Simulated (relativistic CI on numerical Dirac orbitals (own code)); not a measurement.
Computed by Dirac-Coulomb-Breit CI, separate exchange-only KLI orbitals for each configuration, model QED (radiative potential, 1s self-energy scaled to tabulated hydrogen-like ionisation energies), unscaled Slater integrals (own radial code, finite nucleus).

Configuration list (outside the closed core [Ne]): 3s2.3p4, 3s2.3p3.3d, 3s.3p5, 3p6, 3s.3p4.3d, 3s.3p3.3d2, 3p5.3d, 3s2.3p2.3d.4p, 3s2.3p3.4s, 3s.3p3.3d.4s, 3p5.4s, 3s2.3p3.4p, 3p5.4p, 3s2.3p3.4d, 3s2.3p3.4f, 3s.3p4.4s, 3p4.3d.4p, 3s.3p4.4p, 3s.3p4.4d, 3s.3p4.4f, 3s2.3p3.5s, 3s2.3p3.5p, 3s2.3p2.4s.4p, 3s2.3p3.5d, 3s2.3p3.5f, 3s2.3p3.5g, 3s.3p3.4s2, 3s.3p4.5s, 3s2.3p2.3d2, 3s2.3p.3d3, 3s.3p2.3d3, 3s2.3p.3d2.4s, 3s2.3p.3d2.4p, 3s2.3p.3d2.4d, 3p4.3d2, 3p3.3d3, 3p3.3d2.4s, 3p3.3d2.4p, 3p3.3d2.4d, 3s2.3p2.3d.4s, 3s.3p2.3d2.4s, 3s2.3p.3d.4s2, 3s2.3p.3d.4s.4p, 3s2.3p.3d.4s.4d, 3p4.3d.4s, 3p3.3d.4s2, 3p3.3d.4s.4p, 3p3.3d.4s.4d, 3s2.3p2.4s2, 3s.3p2.3d.4s2, 3s2.3p.4s2.4p, 3s2.3p.4s2.4d, 3s2.3p2.4p2, 3s2.3p.3d.4p2, 3s.3p2.3d.4p2, 3s2.3p.4s.4p2, 3s2.3p.4p3, 3s2.3p.4p2.4d, 3s.3p3.4s.4p, 3s.3p2.3d.4s.4p, 3s.3p2.4s2.4p, 3s.3p2.4s.4p2, 3s.3p2.4s.4p.4d. Double excitations out of closed p, d and f shells are left out; levels of such configurations are missing from the list, as are those of other unlisted configurations, and high levels can miss mixing partners. These lack a partner that the ground configuration has and come out too high: 3s2.3p3.4f, 3s.3p4.4p, 3s.3p4.4d, 3s.3p4.4f, 3s2.3p3.5s.

At this charge energies of transitions that change n are usually good to better than 1 %, and those within a shell (Δn = 0) to a few per cent.

Outline of the computed level scheme of Bi LXVIII. Lowest level of each configuration: 3s2.3p4 3P_2 at 0.00 eV; 3s2.3p3.3d 3D°_2 at 272.47 eV; 3s2.3p2.3d2 3F_2 at 557.18 eV; 3s.3p5 3P°_2 at 830.93 eV.

Some strong electric-dipole decays among the lowest 45 levels: 3s2.3p3.3d 3S°_1 → 3s2.3p4 3P_2 (1.1e+13 s⁻¹); 3s2.3p3.3d 3D°_2 → 3s2.3p4 3P_2 (1.1e+13 s⁻¹); 3s2.3p3.3d 3D°_1 → 3s2.3p4 1S_0 (1.0e+13 s⁻¹); 3s2.3p3.3d 3D°_3 → 3s2.3p4 3P_2 (7.1e+12 s⁻¹); 3s2.3p3.3d 3D°_1 → 3s2.3p4 3P_2 (4.4e+12 s⁻¹); 3s.3p5 3P°_2 → 3s2.3p4 3P_2 (2.1e+12 s⁻¹); 3s.3p5 1P°_1 → 3s2.3p4 3P_2 (1.3e+12 s⁻¹); 3s2.3p3.3d 1F°_3 → 3s2.3p4 1D_2 (1.1e+12 s⁻¹).

LS names give the leading component of a level, which can be under half, so a name can repeat, a term be missing and a line seem to break the LS rules.
